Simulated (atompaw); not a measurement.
# Scattering properties, PAW (atompaw) potential for zirconium

atompaw 4.2.0.5 input, output lines left out:

```
Zr 40
GGA-PBE scalarrelativistic loggrid 1500 logderivrange -6 5 276
5 5 4 0 0 0
5 0 1.5
5 1 0.5
4 2 2
0 0 0
c
c
c
v
v
c
c
v
v
c
v
3
2.90 2.25 2.75 2.30
n
n
y
0.05
n
y
0.45
y
3.25
n
bloechl besselshape
4 0 troulliermartins
```

The phase is arctan(r·u′/u) with u = r·R(r), unwrapped; energies in Ry, scanned from -6 to 5 Ry. A pole is an energy at which the radial function vanishes at the test radius. The pseudo phase is shifted by a multiple of π to meet the all-electron one at the reference energy, and phase errors are pseudo minus all-electron; the curves can meet again beyond the range given. Levels narrower than the energy grid can be missing from the lists of poles.

| channel | radius (bohr) | reference energy (Ry) | poles, all-electron | poles, pseudo | unbroken range about the reference energy with phases within 0.05 rad | phase error 1 Ry above the reference energy (rad) |
| --- | --- | --- | --- | --- | --- | --- |
| s | 2.91 | -0.35 | -4.02, 1.92 | -4.02, 1.82 | below 3.2 | -0.004 |
| p | 2.91 | -0.13 | -2.36, 2.97 | -2.36, 2.96 | the whole range | -0.000 |
| d | 2.91 | -0.30 | 0.15, 4.93 | 0.15, 1.81 | below 1.1 | -0.004 |
| f | 2.91 | 0.45 | 2.58 | 2.58 | below 4.3 | +0.002 |

Phases in the d channel:

| E (Ry) | all-electron | pseudo |
| --- | --- | --- |
| -6.00 | 1.429 | 1.428 |
| -5.76 | 1.425 | 1.425 |
| -5.52 | 1.422 | 1.421 |
| -5.28 | 1.419 | 1.418 |
| -5.04 | 1.415 | 1.414 |
| -4.80 | 1.411 | 1.410 |
| -4.56 | 1.407 | 1.405 |
| -4.32 | 1.402 | 1.401 |
| -4.08 | 1.397 | 1.395 |
| -3.84 | 1.391 | 1.389 |
| -3.60 | 1.384 | 1.383 |
| -3.36 | 1.377 | 1.376 |
| -3.12 | 1.369 | 1.367 |
| -2.88 | 1.360 | 1.358 |
| -2.64 | 1.349 | 1.347 |
| -2.40 | 1.336 | 1.334 |
| -2.16 | 1.320 | 1.319 |
| -1.92 | 1.301 | 1.300 |
| -1.68 | 1.276 | 1.274 |
| -1.44 | 1.241 | 1.240 |
| -1.20 | 1.188 | 1.187 |
| -0.96 | 1.097 | 1.096 |
| -0.72 | 0.889 | 0.888 |
| -0.48 | 0.137 | 0.136 |
| -0.24 | -1.112 | -1.112 |
| 0.00 | -1.475 | -1.475 |
| 0.24 | -1.614 | -1.615 |
| 0.48 | -1.698 | -1.699 |
| 0.72 | -1.765 | -1.770 |
| 0.96 | -1.832 | -1.850 |
| 1.20 | -1.910 | -1.982 |
| 1.44 | -2.018 | -2.485 |
| 1.68 | -2.190 | -4.463 |
| 1.92 | -2.508 | -4.812 |
| 2.16 | -3.094 | -4.952 |
| 2.40 | -3.744 | -5.074 |
| 2.64 | -4.125 | -5.223 |
| 2.88 | -4.323 | -5.445 |
| 3.12 | -4.437 | -5.812 |
| 3.36 | -4.511 | -6.346 |
| 3.60 | -4.563 | -6.845 |
| 3.84 | -4.603 | -7.161 |
| 4.08 | -4.634 | -7.347 |
| 4.32 | -4.660 | -7.463 |
| 4.56 | -4.682 | -7.541 |
| 4.80 | -4.702 | -7.597 |
